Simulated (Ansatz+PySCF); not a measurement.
Two shapes of singlet ZrF₄.

Shape 1:

```xyz
5

Zr    0.0000    0.0000    0.0000
F     1.0942    1.0942    1.0942
F     1.0942   -1.0942   -1.0942
F    -1.0942    1.0942   -1.0942
F    -1.0942   -1.0942    1.0942
```

Shape 2:

```xyz
5

Zr    0.0000    0.0000    0.0000
F     1.1817    1.1817    1.1817
F     1.1817   -1.1817   -1.1817
F    -1.1817    1.1817   -1.1817
F    -1.1817   -1.1817    1.1817
```

Basis set: def2-SVP (spherical functions, with the set's core potentials past Kr). Left uncorrelated: 4 orbitals. Charge 0, multiplicity 1.

Computed with Ansatz (development build ahead of 0.2.0); each method stands on the lowest determinant of its kind that the runs found.

Task: Which shape is lower in energy, and by how much in each method?

Result:

| method | E(2) − E(1) (eV) |
| --- | --- |
| RHF | 1.211 |
| UHF | 1.211 |
| RHF-MP2 | 1.153 |
| UHF-MP2 | 1.153 |
| RHF-CCSD | 1.172 |

Shape 1 is lower. Caution: other spin multiplicities were not run.
